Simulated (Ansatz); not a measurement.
All numbers were calculated with Ansatz.

A structure relaxed at PBE0-D4/def2-TZVP, charge 0, multiplicity 1:

```xyz
5

O    -1.0311   -0.8426    1.7299
C    -0.4825   -0.3848    0.7991
O    -0.8531    0.6396   -0.0327
Al    0.6898    0.0850   -0.6330
F     1.6769    0.5029   -1.8632
```

(1) Give its formula and SMILES.

(2) Point group (tolerance 0.08 Å, 0.16 Å for H)?

(3) Summarise the bond lengths by kind.

## Answers

(1) CAlFO2, `O=[C]1[O][Al]1[F]`.

(2) Cs.

(3) 2 × C–O 1.173 to 1.371 Å; 1 × Al–C 1.909 Å; 1 × Al–O 1.746 Å; 1 × Al–F 1.632 Å.
